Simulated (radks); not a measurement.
Values are calculated unless marked as measured or tabulated.
The bismuth ion Bi4+, configuration [Xe] 4f14 5d10 6s1.

Code: a radial shooting solver on a logarithmic mesh with Libxc functionals. Model: Dirac Kohn-Sham, PBE, spin-unpolarised, spherical densities, point nucleus.

Energy parts (hartree):
part                       energy
total                 -21578.0639
kinetic                25243.9464
electron-nucleus      -54600.5791
Hartree                 8176.0164
exchange-correlation    -397.4475

Orbitals (lengths in bohr, moments of r in powers of bohr):
| orbital | occ. | eigenvalue (hartree) | <1/r> | <r^4> | small-component weight |
|---|---|---|---|---|---|
| 1s1/2 | 2 | -3328.175 | 103.4 | 3.325e-07 | 1.01e-01 |
| 2s1/2 | 2 | -598.6712 | 25.61 | 0.00004741 | 2.33e-02 |
| 2p1/2 | 2 | -575.1594 | 25.54 | 0.00002789 | 2.34e-02 |
| 2p3/2 | 4 | -489.8922 | 20.24 | 0.00004565 | 2.05e-02 |
| 3s1/2 | 2 | -145.6411 | 9.385 | 0.001708 | 7.84e-03 |
| 3p1/2 | 2 | -135.0385 | 9.290 | 0.001478 | 7.79e-03 |
| 3p3/2 | 4 | -115.9463 | 7.903 | 0.002122 | 6.95e-03 |
| 3d3/2 | 4 | -98.61692 | 7.803 | 0.001385 | 6.84e-03 |
| 3d5/2 | 6 | -94.57058 | 7.497 | 0.001543 | 6.61e-03 |
| 4s1/2 | 2 | -34.59475 | 3.990 | 0.03711 | 2.72e-03 |
| 4p1/2 | 2 | -29.98732 | 3.878 | 0.03901 | 2.62e-03 |
| 4p3/2 | 4 | -25.28202 | 3.399 | 0.05503 | 2.29e-03 |
| 4d3/2 | 4 | -17.80120 | 3.204 | 0.06282 | 2.09e-03 |
| 4d5/2 | 6 | -16.92316 | 3.097 | 0.06952 | 2.01e-03 |
| 4f5/2 | 6 | -7.21631 | 2.767 | 0.1012 | 1.65e-03 |
| 4f7/2 | 8 | -7.01447 | 2.726 | 0.1069 | 1.62e-03 |
| 5s1/2 | 2 | -7.28822 | 1.670 | 0.8575 | 7.46e-04 |
| 5p1/2 | 2 | -5.69150 | 1.549 | 1.140 | 6.58e-04 |
| 5p3/2 | 4 | -4.78339 | 1.374 | 1.671 | 5.56e-04 |
| 5d3/2 | 4 | -2.54568 | 1.107 | 4.147 | 3.75e-04 |
| 5d5/2 | 6 | -2.43140 | 1.069 | 4.699 | 3.53e-04 |
| 6s1/2 | 1 | -1.87005 | 0.6634 | 25.73 | 1.52e-04 |
| 6p1/2 | 0 | -1.47503 | 0.5799 | 42.85 | 1.19e-04 |
| 6p3/2 | 0 | -1.34103 | 0.5279 | 59.16 | 1.03e-04 |

The highest occupied level is 6s1/2 at -50.887 eV. The density falls to 0.001 e/bohr^3 at r = 3.20 bohr. For comparison, the ionisation energy in NIST's Atomic Spectra Database is 54.86 eV (measured). In exact Kohn-Sham theory the highest level is minus the ionisation energy, but local and semilocal functionals leave it too shallow, through self-interaction and a potential that decays too fast; potentials with the right tail come closer. Summed over all electrons, <r^2> = 35.86 bohr^2, which gives a Langevin (diamagnetic) susceptibility term of -28.4 x 10^-6 cm^3/mol.

Beside tabulated values, note that spin-unpolarised runs miss the spin-polarisation part of the exchange energy of open shells.
